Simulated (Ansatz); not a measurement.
`[SiH3][C@H]1[O][Ge@@H]1[Cl]`, charge 0, multiplicity 1.

**Question.** Give a relaxed structure at PBE0-D4/def2-TZVP (Ansatz). (Estimate.)

**Answer.** Ansatz gave: 
Z-matrix (Å, degrees):
```
Si
C 1 1.872
H 1 1.487 2 108.8
H 1 1.486 2 110.7 3 119.9
H 1 1.487 2 108.9 3 -119.5
O 2 1.465 1 115.7 3 -54.5
Ge 2 1.895 1 122.2 3 19.1
H 2 1.093 1 117.2 3 168.2
Cl 7 2.129 2 119.6 1 160.4
H 7 1.520 2 129.0 1 -15.4
```
This is one stationary point; other conformers may exist.
